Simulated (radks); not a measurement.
Question: Species: Zr5+. Configuration: [Ar] 3d10 4s2 4d(up 0.5, down 0.5) 4p(up 2, down 2) (fractional occupations, a model configuration). Method: scalar-relativistic Kohn-Sham, r2SCAN, spin-polarised, spherical densities, finite nucleus; meta-GGA in the generalised Kohn-Sham scheme; Fermi nuclear charge, rms radius 4.2694 fm; computed with a radial shooting solver on a logarithmic mesh with Libxc functionals. Some entries of the table are withheld. Estimate them.

orbital  occ.  eigenvalue (eV)  <r> (bohr)  <1/r> (bohr^-1)
1s          2        -17933.84     0.03707            41.25
2s          2        -2553.784      0.1625            9.267
2p          6        -2282.254      0.1417            9.014
3s          2        -478.4042      0.4569              (1)
3p          6        -388.9456      0.4607              (2)
3d         10        -242.6503      0.4509              (3)
4s          2        -115.8335       1.168            1.158
4p          4         -91.5576       1.274              (4)
4d          1         -55.6898       1.564           0.8343

Answer: 
(1) 3s <1/r> (bohr^-1): 3.152
(2) 3p <1/r> (bohr^-1): 2.988
(3) 3d <1/r> (bohr^-1): 2.745
(4) 4p <1/r> (bohr^-1): 1.046
